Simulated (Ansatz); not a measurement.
Computed with Ansatz on PBE0-D4/def2-TZVP structures; ΔE is electronic, products minus reactants. CCSD(T)/CBS is the MP2 limit (def2-TZVPP, def2-QZVPP) plus CCSD(T) − MP2 in def2-TZVPP, frozen cores. DFT in def2-TZVPP. For Br outer-core shells are correlated without core-valence functions, which leaves a few kJ/mol of doubt a bond. Scalar relativity is left out up to krypton. Each species was taken in one conformer, which may not be the lowest.

Reaction (ligand exchange at the Si–Br bond): `C[SiH](O)Br` + `O[SiH](O)O` → `C[SiH](O)O[SiH](O)O` + HBr

(1) Is it downhill or uphill in electronic energy at CCSD(T)/CBS, and by how much? (Estimate.)

(2) What do these levels give: B2PLYP, r2SCAN, PBE0, CCSD/def2-TZVPP, CCSD(T)/def2-TZVPP, CCSD/CBS(def2)? (Estimate.)

Largest T1 diagnostic among the species: 0.011.

Results:

(1) The calculation gave: Downhill: ΔE = -0.29 eV.

(2) The calculation gave: B2PLYP -0.30, r2SCAN -0.27, PBE0 -0.18, CCSD/def2-TZVPP -0.36, CCSD(T)/def2-TZVPP -0.35, CCSD/CBS(def2) -0.30 eV.

The D4 term adds −0.07 eV with B3LYP and −0.04 eV with PBE0; it sums over pairs of atoms, weighted by their polarisabilities, and B3LYP, whose exchange is more repulsive, gets the larger term. From PBE to PBE0 (25 % exact exchange), in def2-TZVPP and without D4, ΔE moves by −0.03 eV.

B3LYP here is the variant with VWN-RPA as its local correlation; programs differ in this.
